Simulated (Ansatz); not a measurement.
System: WCl (charge 0, sextet). The spin state was set by rule; other spins were not relaxed. 
Geometry from a B3LYP-D3(BJ)/def2-TZVP (Ansatz, a quantum-chemistry and plane-wave program) optimisation:
```
W
Cl 1 2.2958
```
Charge 0, spin multiplicity 6.

Dipole moments at this geometry, in debye (magnitudes).

| level | program | dipole (D) |
|---|---|---|
| PBE/def2-TZVPD | Ansatz | 3.01 |
| revPBE/def2-TZVPD | Ansatz | 3.05 |
| B97M-V/def2-TZVPD | Ansatz | 3.42 |
| PBE0/def2-TZVPD | Ansatz | 3.47 |
| BHLYP/def2-TZVPD | Ansatz | 3.78 |
| r2SCAN0/def2-TZVPD | Ansatz | 3.63 |
| wB97M-V/def2-TZVPD | Ansatz | 3.55 |
| wB97X-V/def2-TZVPD | Ansatz | 3.56 |
| CCSD(T)/def2-SVPD | Ansatz | 3.76 |
